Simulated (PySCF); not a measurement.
## Computed properties of NP, SMILES N#P

phosphorus nitride (NP), SMILES P#N. Geometry: r2SCAN-D4/def2-TZVPD. Other conformers were not sampled. All values are computed for the isolated molecule unless a solvent is named; none is compared with measurement here.

**Structure.** The optimised structure has C∞v symmetry. All 1 harmonic modes at r2SCAN-D4/def2-TZVPD (PySCF) are real, so it is a minimum.

**Vibrations.** The strongest infrared lines (harmonic, unscaled, degenerate partners summed) lie at 1389 cm⁻¹ (2 km/mol, N 69 %, P 31 %). The softest mode is at 1389 cm⁻¹ and the zero-point energy is 2.0 kcal/mol.

**Electronic structure.** ωB97X/def2-TZVPD (PySCF) places the frontier levels at -11.81 and -0.21 eV, a gap of 11.60 eV, and gives a dipole moment of 2.99 D and a mean polarisability of 28.0 bohr³.

**Excitations.** TDDFT-PBE0/def2-TZVPD (PySCF) has S1 at 4.72 eV (263 nm, f = 0.000, dark); the most intense of the 10 singlets computed lies at 8.73 eV (f = 0.13). Strengths of degenerate partners are summed. T1 (TDA) is at 3.45 eV. No vertical singlet excitation falls in the visible range (under 3.1 eV).
